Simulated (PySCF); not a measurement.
## `InChI=1S/C5H5NO2Si/c6-3-9-4-1-5(7)8-2-4/h2H,1,9H2`

Geometry (Å), atoms numbered from 1 in this order:
```xyz
14

N    -3.373    0.877    1.755
C    -2.745    0.329    0.971
Si   -1.735   -0.576   -0.313
C     0.029   -0.023   -0.026
C     0.494    0.805    0.913
O     1.844    1.012    0.860
C     2.357    0.290   -0.173
O     3.517    0.283   -0.453
C     1.211   -0.452   -0.842
H    -1.887   -2.013   -0.071
H    -2.212   -0.165   -1.635
H    -0.025    1.327    1.695
H     1.389   -1.528   -0.811
H     1.136   -0.164   -1.892
```

Level of theory: GIAO KT3/pcSseg-1 magnetisability, rotational g tensor and spin-rotation constants, non-relativistic, gas phase (PySCF). Geometry: GFN2-xTB.

(1) Give the nuclear spin-rotation constants along the inertial axes (H = +C I·J) beside the isotropic shieldings.

Answers

(1) Rotational constants 3.9678, 0.7110, 0.6097 GHz. A star marks the isotopologue with that one atom substituted, in its own axes.
```csv
atom,isotope,Caa (kHz),Cbb (kHz),Ccc (kHz),mean (kHz),σ (ppm)
N1,14N,0.624,0.083,0.157,0.288,-75.4
H10,1H,-0.351,-0.040,0.002,-0.130,27.0
H11,1H,-0.352,-0.037,0.000,-0.130,27.0
H12,1H,-0.074,0.021,-0.071,-0.041,24.4
H13,1H,-0.428,-0.032,-0.017,-0.159,28.8
H14,1H,-0.430,-0.035,-0.014,-0.160,28.8
C2,13C*,0.979,0.123,0.253,0.452,79.2
Si3,29Si*,-1.961,-0.381,-0.319,-0.887,445.5
C4,13C*,1.615,0.194,0.081,0.630,85.3
C5,13C*,1.936,0.229,0.140,0.768,33.8
O6,17O*,-1.704,-0.211,-0.091,-0.669,39.3
C7,13C*,1.205,0.359,0.185,0.583,16.4
O8,17O*,-2.380,-0.375,-0.039,-0.931,-87.8
C9,13C*,0.621,0.140,0.100,0.287,148.4
```
For the geometry as given, no vibrational averaging.
